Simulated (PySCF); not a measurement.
ClFSi, neutral, multiplicity 1. Atoms are numbered in the order given.

```xyz
3

Si     0.6468     0.6128     0.0000
F     -0.6866     1.5027     0.0000
Cl    -0.1691    -1.3002     0.0000
```
Charge 0, spin multiplicity 1.

Geometry optimised at PBE0-D3(BJ)/def2-TZVP.

All values below come from PBE0-D3(BJ)/def2-TZVP (PySCF).

Frequencies are harmonic and unscaled.

| mode | ν (cm⁻¹) | IR (km/mol) | moving atoms (share of kinetic energy) |
|---|---|---|---|
| 1 | 262 | 4.6 | F 55 %, Cl 30 %, Si 15 % |
| 2 | 523 | 159.9 | Si 60 %, Cl 39 % |
| 3 | 858 | 142.3 | F 60 %, Si 40 % |
